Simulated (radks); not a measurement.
Cd, 48 electrons, occupied as [Kr] 4d10 5s1.75 5p0.25 (fractional occupations, a model configuration). Method: non-relativistic Kohn-Sham, r2SCAN, spin-polarised, spherical densities, point nucleus; open shells are filled with parallel spins first (spin-orbit coupling, left out, can overturn this in heavy ions); meta-GGA in the generalised Kohn-Sham scheme; relativity is left out, which matters for an element this heavy; computed with a radial shooting solver on a logarithmic mesh with Libxc functionals.

Normalised radial functions P(r) = r R(r), r in bohr:

r,4d up
0.001416,0.0000
0.001918,0.0000
0.0026,0.0000
0.003524,0.0000
0.004776,0.0001
0.006472,0.0003
0.008772,0.0006
0.01179,0.0014
0.01598,0.0034
0.02166,0.0077
0.02936,0.0170
0.03979,0.0362
0.05392,0.0732
0.07308,0.1379
0.09904,0.2373
0.1342,0.3614
0.1819,0.4659
0.2465,0.4660
0.3341,0.2716
0.4528,-0.1271
0.6137,-0.5978
0.8318,-0.9118
1.127,-0.9226
1.516,-0.7102
2.054,-0.4308
2.784,-0.2088
3.773,-0.0799
5.113,-0.0224
6.929,-0.0038
9.391,-0.0003
12.73,0.0000

4d up: eigenvalue -13.607 eV, 1 radial node at r = 0.416 bohr, <r> = 1.27 bohr, 90 % of the charge inside 2.02 bohr.
